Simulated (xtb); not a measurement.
C6H7F (SMILES C#C[C@]1(C)C[C@@H]1F), singlet, from a rough starting geometry; GFN2-xTB in xtb.

Input for xtb:
```
$ xtb mol.xyz --gfn 2 --opt vtight --json

# file mol.xyz
14

C      2.58438727    -0.18223933     0.56492656
C      1.43698272    -0.01078241     0.25404630
C      0.03409187     0.10391998     0.00258354
C     -0.45701381     1.48077003    -0.05732376
C     -0.98698875    -0.95499534     0.62257186
C     -0.67791877    -0.86727732    -0.90329081
F      0.03422459    -1.91629242    -1.41367331
H      3.65571426    -0.41131123     0.69540476
H     -0.26386252     1.94964471     0.92498777
H     -1.48334133     1.62310102    -0.25140179
H      0.11198155     2.06189881    -0.87577902
H     -1.86216905    -0.61804338     0.88844628
H     -0.54483470    -1.74890281     1.08908861
H     -1.46381401    -0.53262436    -1.57923860
```

Q: What does xtb print? Leave out banner, timings and long lists.

A: 
```
   ID    Z sym.   atoms
    1    6 C      1-6
    2    9 F      7
    3    1 H      8-14

           -------------------------------------------------
          |                Calculation Setup                |
           -------------------------------------------------

           -------------------------------------------------
          |                 G F N 2 - x T B                 |
           -------------------------------------------------

          ...................................................
          :                      SETUP                      :
          :.................................................:
          :  # basis functions                  35          :
          :  # atomic orbitals                  35          :
          :  # shells                           21          :
          :  # electrons                        38          :
          :  max. iterations                   250          :
          :  Hamiltonian                  GFN2-xTB          :
          :  restarted?                      false          :
          :  GBSA solvation                  false          :
          :  PC potential                    false          :
          :  electronic temp.          300.0000000     K    :
          :  accuracy                    1.0000000          :
          :  -> integral cutoff          0.2500000E+02      :
          :  -> integral neglect         0.1000000E-07      :
          :  -> SCF convergence          0.1000000E-05 Eh   :
          :  -> wf. convergence          0.1000000E-03 e    :
          :  Broyden damping             0.4000000          :
          :  net charge                          0          :
          :  unpaired electrons                  0          :
          ...................................................

 iter      E             dE          RMSdq      gap      omega  full diag
   1    -21.3529906 -0.213530E+02  0.575E+00    5.91       0.0  T
   2    -21.3717565 -0.187659E-01  0.346E+00    5.97       1.0  T
   3    -21.3424698  0.292867E-01  0.169E+00    5.87       1.0  T
   4    -21.3704080 -0.279382E-01  0.721E-01    5.91       1.0  T
   5    -21.3769752 -0.656725E-02  0.126E-01    5.91       1.0  T
   6    -21.3770692 -0.939662E-04  0.560E-02    5.92       1.0  T
   7    -21.3770750 -0.575286E-05  0.234E-02    5.92       1.1  T
   8    -21.3770766 -0.162127E-05  0.614E-03    5.92       4.4  T
   9    -21.3770768 -0.224751E-06  0.189E-03    5.92      14.1  T
[...]
 * total energy  :   -21.0522931 Eh     change       -0.2061659E-03 Eh
 * total energy  :   -21.0523948 Eh     change       -0.1017526E-03 Eh
 * total energy  :   -21.0524523 Eh     change       -0.5747070E-04 Eh
 * total energy  :   -21.0524825 Eh     change       -0.3017989E-04 Eh
 * total energy  :   -21.0525136 Eh     change       -0.3109066E-04 Eh
 * total energy  :   -21.0525259 Eh     change       -0.1232214E-04 Eh
 * total energy  :   -21.0525303 Eh     change       -0.4411745E-05 Eh
 * total energy  :   -21.0525317 Eh     change       -0.1409345E-05 Eh
 * total energy  :   -21.0525326 Eh     change       -0.8809931E-06 Eh
 * total energy  :   -21.0525329 Eh     change       -0.3202019E-06 Eh
 * total energy  :   -21.0525331 Eh     change       -0.1445408E-06 Eh
 * total energy  :   -21.0525331 Eh     change       -0.7797107E-07 Eh
   *** GEOMETRY OPTIMIZATION CONVERGED AFTER 16 ITERATIONS ***
         :: total energy             -21.052533137059 Eh    ::
[...]

 Mol. C6AA /au·bohr⁶  :       1892.823039
 Mol. C8AA /au·bohr⁸  :      43992.832106
 Mol. α(0) /au        :         65.046234

Wiberg/Mayer (AO) data.
largest (>0.10) Wiberg bond orders for each atom

 ---------------------------------------------------------------------------
     #   Z sym  total        # sym  WBO       # sym  WBO       # sym  WBO
 ---------------------------------------------------------------------------
     1   6 C    3.974 --     2 C    2.876     8 H    0.971
     2   6 C    3.980 --     1 C    2.876     3 C    1.059
     3   6 C    3.946 --     2 C    1.059     4 C    0.993     5 C    0.918
                             6 C    0.916
     4   6 C    3.994 --     3 C    0.993    10 H    0.984    11 H    0.982
                             9 H    0.982
     5   6 C    3.941 --    12 H    0.977    13 H    0.976     6 C    0.972
                             3 C    0.918
     6   6 C    3.857 --     5 C    0.972    14 H    0.963     7 F    0.939
                             3 C    0.916
     7   9 F    1.028 --     6 C    0.939
     8   1 H    0.993 --     1 C    0.971
     9   1 H    0.997 --     4 C    0.982
    10   1 H    0.998 --     4 C    0.984
    11   1 H    0.998 --     4 C    0.982
    12   1 H    0.998 --     5 C    0.977
    13   1 H    0.996 --     5 C    0.976
    14   1 H    0.998 --     6 C    0.963
 ---------------------------------------------------------------------------

Topologies differ in total number of bonds
Writing topology from bond orders to xtbtopo.mol

molecular dipole:
                 x           y           z       tot (Debye)
 q only:       -0.447       0.676       0.420
   full:       -0.544       0.723       0.416       2.531
molecular quadrupole (traceless):
                xx          xy          yy          xz          yz          zz
 q only:        3.127       0.568      -2.189       0.987      -3.409      -0.939
  q+dip:        7.615       0.127      -5.192       2.900      -4.767      -2.422
   full:        5.347       0.466      -3.756       2.047      -4.406      -1.591

optimized geometry written to: xtbopt.xyz

           -------------------------------------------------
          | TOTAL ENERGY              -21.052533137059 Eh   |
          | GRADIENT NORM               0.000083760016 Eh/α |
          | HOMO-LUMO GAP               6.230877855246 eV   |
           -------------------------------------------------

normal termination of xtb
```
